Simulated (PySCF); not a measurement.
InHFBr, SMILES [F][InH][Br]. Atoms are numbered in the order given.

```xyz
4

In    -0.3055     0.7930     0.0000
H     -1.7817     1.6191     0.0000
F      1.3719     1.7697     0.0000
Br     0.1258    -1.6116     0.0000
```

Geometry optimised at PBE0-D3(BJ)/def2-TZVP. The def2 effective core potentials stand for the cores of In; spin–orbit coupling is left out.

Calculation: PySCF with B3LYP/def2-TZVPD.

The molecule is in vacuum.

Computed frontier levels, gap, dipole moment and polarisability:
The highest occupied level comes out as -8.35 eV and the lowest empty level is -2.29 eV. The orbital gap is 6.06 eV and the dipole moment is 2.85 D. The quadrupole, principal values (traceless, Buckingham form, about the centre of nuclear charge) comes out as -11.20, 3.45, 7.75 D·Å. The mean static polarisability comes out as 58.4 bohr³ (8.65 Å³). The polarisability, principal values comes out as 44.4, 54.7, 76.0 bohr³.
